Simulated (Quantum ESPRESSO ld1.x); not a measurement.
Question: The aim is neutral tellurium in [Kr] 4d10 5s2 5p4. This ld1.x (Quantum ESPRESSO 7.5) run was made with `OMP_NUM_THREADS=1 ld1.x < ld1.in > ld1.out`. Can the result be used? Name any fault.

```
 &input
    zed=52.0,
    iswitch=1,
    rel=1,
    dft='SLA-VWN',
    config='[Kr] 4d10 5s2 5p4',
    relpert=.true.,
    prefix='ld1',
    max_out_wfc=37,
    file_charge='ld1.rho',
 /
```

Output (excerpt):

```
     Program LD1 v.7.5 starts

 %%%%%%%%%%%%%%%%%%%%%%%%%%%%%%%%%%%%%%%%%%%%%%%%%%%%%%%%%%%%%%%%%%%%%%%%%%%%%%
     Error in routine ld1_readin (1):
     perturbative SO-splitting for AE calculations with rel=0 only
 %%%%%%%%%%%%%%%%%%%%%%%%%%%%%%%%%%%%%%%%%%%%%%%%%%%%%%%%%%%%%%%%%%%%%%%%%%%%%%

     stopping ...
```

Answer: No (refused). The line at issue: relpert=.true.. The program stops in ld1_readin with "perturbative SO-splitting for AE calculations with rel=0 only": the perturbative correction needs rel = 0. The sound input gives -6788.8890 hartree.
